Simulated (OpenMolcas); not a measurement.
# Mo3+: ligand-field states by method

Mo3+ with 5 ligands (water, chloride on the axis) in trigonal bipyramidal coordination (D3h) at 1.99 Å, the axial distance 2.384 Å. Ligand basis ANO-RCC-VDZP.
```
Mo    0.0000    0.0000    0.0000
O     1.9900    0.0000    0.0000
H     2.5670    0.7797    0.0000
H     2.5670   -0.7797    0.0000
O    -0.9950    1.7234    0.0000
H    -0.6082    2.6129    0.0000
H    -1.9588    1.8332    0.0000
O    -0.9950   -1.7234    0.0000
H    -1.9588   -1.8332    0.0000
H    -0.6082   -2.6129    0.0000
Cl    0.0000    0.0000    2.3840
Cl    0.0000    0.0000   -2.3840
```

```yaml
Program: OpenMolcas
Basis: ANO-RCC-VDZP [6s5p3d1f]
Scalar_Hamiltonian: DKH2, point nucleus
Active_space: 3 electrons in 5 orbitals (4d)
State_averaging: 2S+1 = 4 even, 10 roots; 2S+1 = 2 even, 40 roots
Spin-orbit_coupling: RASSI with atomic mean-field integrals over the reference wave functions
```

I. CASSCF
II. SS-CASPT2, IPEA 0.25 Eh, imaginary shift 0.1 Eh (closed shells correlated: 4s 4p and the ligand valence shells)

Spin-free states in cm-1, each column counted from its own energy of the first state listed:

| State | Degeneracy | I | II |
| --- | --- | --- | --- |
| 2S+1 = 4 | 2 | 0 | 0 |
| 2S+1 = 4 | 2 | 5832 | 3750 |
| 2S+1 = 2 | 2 | 11967 | 9060 |
| 2S+1 = 2 | 2 | 12431 | 10540 |
| 2S+1 = 2 | 2 | 12454 | 9310 |
| 2S+1 = 2 | 1 | 14034 | 10430 |
| 2S+1 = 2 | 2 | 15461 | 10540 |
| 2S+1 = 2 | 1 | 15495 | 11430 |
| 2S+1 = 2 | 1 | 16950 | 11700 |
| 2S+1 = 2 | 2 | 17740 | 11810 |
| 2S+1 = 2 | 1 | 18075 | 12380 |
| 2S+1 = 2 | 2 | 18480 | 13500 |

From I to II, I's first state of the same spin (2S+1 = 4) moves from 5832 to 3750 cm-1, by about -2100 cm-1.

From I to II, I's first state of another spin (2S+1 = 2) moves from 11967 to 9060 cm-1, by about -2900 cm-1.

χT at 300 K: I 0.97, II 0.93 cm3 K/mol.

Roots that are degenerate in the reference are averaged as groups; the widest CASPT2 spread within a group is 51 cm-1 (the 2-fold group of multiplicity 2 near 24400 cm-1 above the lowest state of its run, II). Shifts and gaps below about the spread of the groups concerned are not significant. Over all roots computed the reference weight is 0.70 to 0.72 in II; a low but even weight reflects the number of correlated electrons. An orbital doublet at a regular site is open to a Jahn-Teller distortion, which this geometry leaves out. The least metal-like active orbital is 71 % on the metal (Löwdin) and no ligand orbital is active, so the numbers are rough. Ligand-to-metal charge-transfer states are missing. With no ligand orbital active B as a rule stays too high, so bands that hang on it stand too high and its fall with covalency is understated. Without dynamic correlation the repulsion within the d shell is too large (B by tens of per cent), so at a given field states of lower spin stand too high (holds for I). With metal d orbitals alone the field can be off either way by tens of per cent (holds for I). No measured value stands beside these numbers; the geometry was imposed, not optimised, and the real ion may take another.

A state without a sure symmetry label is named by its multiplicity alone.
